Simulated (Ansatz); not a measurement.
Isolated molecules relaxed with PBE0-D4/def2-TZVP in Ansatz; ΔE leaves out vibrations. CCSD(T)/CBS is the MP2 limit (def2-TZVPP, def2-QZVPP) plus CCSD(T) − MP2 in def2-TZVPP, frozen cores. DFT in def2-TZVPP. B3LYP here is the variant with VWN-RPA as its local correlation; programs differ in this. Elements past krypton have def2 core potentials. For Te outer-core shells are correlated without core-valence functions, which leaves a few kJ/mol of doubt a bond. Each species was taken in one conformer, which may not be the lowest.

Reaction (formal exchange of groups at the Si–Te bond): `S[SiH2][TeH]` + `C=C(Cl)CF` → `FC[SiH2]S` + `C=C(Cl)[TeH]`

```tsv
level	ΔE (kJ/mol)	difference from CCSD(T)/CBS
LDA (SPW92)	107.7	9.1
revPBE-D4	95.0	-3.6
r2SCANh-D4	106.0	7.4
CAM-B3LYP-D4	99.3	0.7
ωB97M-V	99.5	0.9
B2PLYP	97.5	-1.1
PBE-QIDH	107.9	9.3
r2SCAN	103.4	4.8
B3LYP	97.7	-0.9
BHLYP	106.1	7.5
LC-ωPBE	104.2	5.6
CCSD/def2-SVP	116.7	18.1
HF/def2-TZVPP	113.6	15.0
SCS-MP2/def2-TZVPP	94.9	-3.7
CCSD(T)/def2-TZVPP	96.8	-1.8
CCSD/CBS(def2)	101.2	2.6
CCSD(T)/CBS	98.6	0
```

Largest T1 diagnostic among the species: 0.011.

In def2-TZVPP, CCSD(T) changes the Hartree–Fock value by −16.8 kJ/mol (the triples alone add −2.7 kJ/mol) and MP2 by −15.5 kJ/mol. Leaving LDA and LC-ωPBE aside and taking each functional with its dispersion term where it has one, the values, not all of them listed here, spread over 22.1 kJ/mol, from BLYP-D4 to r2SCAN0-D4. LDA lies +8.5 kJ/mol from PBE without D4.
